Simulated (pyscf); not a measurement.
Structures and frequencies: ωB97X-D3(BJ)/def2-SVP in PySCF. Correlated levels are frozen-core, on RHF or UHF. ΔMP2 is the change of the MP2 total energy from the triple- to the quadruple-zeta basis. Singlets are restricted, triplets unrestricted.

Singlet (Å):
```xyz
2

B      0.5941    -0.2442    -0.4737
Cl     1.7841     0.9897    -0.4045
```

Triplet (Å):
```xyz
2

B      0.5934    -0.2450    -0.4739
Cl     1.7851     0.9897    -0.4061
```

For these two minima of B–Cl (SMILES [B]Cl), which spin state lies lower at CCSD(T)/def2-TZVPP + ΔMP2(QZVPP), and by how much (electronic energies)?

The singlet, by 58.5 kcal/mol. Zero-point energy shifts E(triplet) − E(singlet) by +0.1 kcal/mol. 

E(triplet) − E(singlet) by level (kcal/mol):

```csv
level,gap
ωB97X-D3(BJ)/def2-TZVP,+56.5
PBE/def2-TZVP,+50.6
r²SCAN/def2-TZVP,+44.3
B3LYP-D3(BJ)/def2-TZVP,+53.8
PBE0-D3(BJ)/def2-TZVP,+48.8
M06-2X/def2-TZVP,+54.9
ωB97M-D3(BJ)/def2-TZVP,+60.7
HF/def2-TZVP,+33.5
MP2/def2-QZVPP,+52.5
CCSD/def2-TZVPP,+56.5
CCSD(T)/def2-TZVPP,+57.9
CCSD(T)/def2-TZVPP + ΔMP2(QZVPP),+58.5
```

The triplet is the lowest one reached from the SCF start used. The CCSD(T) − MP2 part came from Ansatz, without density fitting, on the same reference. The term symbol of open-shell B–Cl was not checked; spin-orbit terms are left out.
